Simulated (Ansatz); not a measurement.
`F[SiH2][AlH][GeH3]` + H₂ → `[AlH2][GeH3]` + `F[SiH3]`  (hydrogenolysis of the Al–Si bond)

Program: Ansatz. Geometries: PBE0-D4/def2-TZVP. ΔE: electronic, gas phase. CCSD(T)/CBS is the MP2 limit (def2-TZVPP, def2-QZVPP) plus CCSD(T) − MP2 in def2-TZVPP, frozen cores. This one scheme is used for every species. Functionals use def2-TZVPP. B3LYP here is the variant with VWN-RPA as its local correlation; programs differ in this. For Ge outer-core shells are correlated without core-valence functions, which leaves a few kJ/mol of doubt a bond. Scalar relativity is left out up to krypton. One conformer a species, not always the lowest.

| level | ΔE (kJ/mol) | difference from CCSD(T)/CBS |
| --- | --- | --- |
| PBE0-D4 | -13.3 | 9.4 |
| B3LYP-D4 | -22.3 | 0.4 |
| ωB97X-V | -25.5 | -2.8 |
| ωB97M-V | -29.2 | -6.5 |
| PBE | -9.9 | 12.8 |
| r2SCAN | -17.7 | 5.0 |
| PBE0 | -17.6 | 5.1 |
| MP2/def2-TZVPP | -28.8 | -6.1 |
| MP2/def2-QZVPP | -27.0 | -4.3 |
| HF/CBS(def2) | -54.5 | -31.8 |
| CCSD(T)/CBS | -22.7 | 0 |

Largest T1 diagnostic among the species: 0.012.

In def2-TZVPP, CCSD(T) changes the Hartree–Fock value by +27.8 kJ/mol (the triples alone add +4.9 kJ/mol) and MP2 by +25.2 kJ/mol. The D4 term adds +7.5 kJ/mol with B3LYP and +4.3 kJ/mol with PBE0; it sums over pairs of atoms, weighted by their polarisabilities, and B3LYP, whose exchange is more repulsive, gets the larger term. From PBE to PBE0 (25 % exact exchange), in def2-TZVPP and without D4, ΔE moves by −7.7 kJ/mol.
